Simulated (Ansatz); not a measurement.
Calculated with Ansatz (gas phase, PBE0-D4/def2-TZVP geometries, no zero-point term in ΔE). CCSD(T)/CBS is the MP2 limit (def2-TZVPP, def2-QZVPP) plus CCSD(T) − MP2 in def2-TZVPP, frozen cores. This one scheme is used for every species, atoms too. DFT in def2-TZVPP. HSE06 is defined as in plane-wave codes. Open shells (•) are unrestricted, without spin–orbit coupling. Spin–orbit coupling would lower the free atoms: a little for Cl. def2 core potentials past Kr. Bonds to Br, Sn are less sure, by a few kJ/mol each and by 10 to 20 or more in all where they break to atoms, as the def2 sets lack core-valence functions. Scalar relativity is left out up to krypton.

Reaction (hydrogen abstraction from the Sn–H bond): `[F][SnH]([Cl])[Br]` + Cl• → `[F][Sn]([Cl])[Br]`• + HCl

| level | ΔE (kcal/mol) |
| --- | --- |
| LDA (SPW92) | -45.0 |
| r2SCANh-D4 | -36.0 |
| HSE06-D4 | -36.1 |
| HSE06 | -36.2 |

Question: What does CCSD(T)/CBS give? (Best estimate.)

Answer: The calculation gave: -31.6 kcal/mol. The listed levels differ from it by -13.4, -4.4, -4.5, -4.6 kcal/mol.

Largest T1 diagnostic among the species: 0.015.

Leaving LDA and LC-ωPBE aside and taking each functional with its dispersion term where it has one, the values, not all of them listed here, spread over 10.6 kcal/mol, from PBE-D4 to BHLYP-D4. LDA lies −4.0 kcal/mol from PBE without D4. From PBE to PBE0 (25 % exact exchange), in def2-TZVPP and without D4, ΔE moves by +5.0 kcal/mol.

CCSD(T)/CBS has its own doubt, a few kJ/mol and more with outer-core shells, so smaller differences from it don't rank the levels.
